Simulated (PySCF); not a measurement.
C3H7BFN, SMILES C=C(C)B(N)F.

Coordinates come from a B3LYP-D3(BJ)/def2-SVP optimisation. This is a generated structure with no PubChem entry under its InChIKey; it may be hypothetical. One conformer was computed; it need not be the lowest.

Two levels are set side by side: TDA-PBE/def2-SVPD (PySCF) and TDA-PBE0/def2-SVPD (PySCF). Vertical, same geometry. The lowest singlet is HOMO→LUMO+1 100 % with PBE and HOMO→LUMO+1 97 % with the other functional; states are paired by order. Differences are taken from unrounded values.

```tsv
quantity	TDA-PBE0	TDA-PBE	TDA-PBE minus TDA-PBE0
lowest singlet excitation (eV)	6.68	5.95	-0.73
lowest triplet excitation (TDA) (eV)	3.85	3.93	0.08
first bright state (f over 0.05) (eV)	6.81	6.05	-0.75
its oscillator strength	0.58	0.17	-0.41
```

Functionals without exact exchange tend to place singlet excitations lower, as here. Differences between two approximate levels are no errors against the true value.

Rough cost on one machine, each run with all the roots and properties that it gave: TDA-PBE0 against TDA-PBE about 2 times.
